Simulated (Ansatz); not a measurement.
`C[SiH]1[NH][AlH]1` + `C[O][Al]([F])[O]C` → `[CH3][Al]1[NH][SiH]1C` + `C[O][Al]([OH])[F]`  (redistribution)

Calculated with Ansatz (gas phase, PBE0-D4/def2-TZVP geometries, no zero-point term in ΔE). CCSD(T)/CBS is the MP2 limit (def2-TZVPP, def2-QZVPP) plus CCSD(T) − MP2 in def2-TZVPP, frozen cores. This one scheme is used for every species. Functionals use def2-TZVPP. B3LYP here is the variant with VWN-RPA as its local correlation; programs differ in this. Each species was taken in one conformer, which may not be the lowest.

```csv
level,ΔE (kJ/mol),difference from CCSD(T)/CBS
PBE-D4,-111.6,3.6
r2SCAN-D4,-114.7,0.5
B3LYP-D4,-105.3,9.9
ωB97X-V,-105.7,9.5
ωB97M-V,-112.6,2.6
B2PLYP,-111.1,4.1
PBE,-112.6,2.6
PBE0,-112.2,3.0
HF/def2-TZVPP,-93.5,21.7
SCS-MP2/def2-TZVPP,-111.4,3.8
CCSD/def2-TZVPP,-110.1,5.1
CCSD(T)/def2-TZVPP,-112.2,3.0
MP2/def2-QZVPP,-122.2,-7.0
SCS-MP2/def2-QZVPP,-113.2,2.0
MP2/CBS(def2),-123.8,-8.6
CCSD/CBS(def2),-113.1,2.1
CCSD(T)/CBS,-115.2,0
```

Largest T1 diagnostic among the species: 0.013.

In def2-TZVPP, CCSD(T) changes the Hartree–Fock value by −18.7 kJ/mol (the triples alone add −2.1 kJ/mol) and MP2 by −27.3 kJ/mol.
